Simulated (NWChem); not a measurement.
System: HfH$_{2}$Cl$_{2}$; SMILES [Cl][HfH2][Cl]

Computed with NWChem. Coordinates come from a PBE0/def2-SVP optimisation. def2 effective core potentials on Hf; no spin-orbit coupling. Level SCAN/def2-SVP: energy and gradient on several grids; changes count from the extra-fine grid, which is no exact limit either.

| grid | size of the energy change (μHa) | largest change of a gradient component (μHa/bohr) | time, medium = 1 (rough) |
|---|---|---|---|
| xcoarse | 9000 | 4000 | about 1 |
| coarse | 2000 | 400 | about 1 |
| medium | 2000 | 200 | about 1 |
| fine | 300 | 200 | about 1 |
| xfine | < 10 | < 30 | 2 |
